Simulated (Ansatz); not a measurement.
Harmonic frequencies (cm⁻¹) at PBE0-D4/def2-TZVP from Ansatz: 128, 147, 208, 442, 454, 485, 522, 563, 660, 707, 730, 807, 836, 899, 932, 941, 958, 988, 998, 1072, 1246, 1440, 2194, 2203, 2207, 2223, 2224, 3133, 3150, 3218.

(1) Which molecule is it?
A. `[SiH3][CH]1[CH2][GeH2]1`
B. `[GeH3][CH]1C[SiH2]1`
C. `BC[SiH](F)Cl`
D. `[SiH3]/C=[CH]/[GeH3]`

Answers

(1) A.
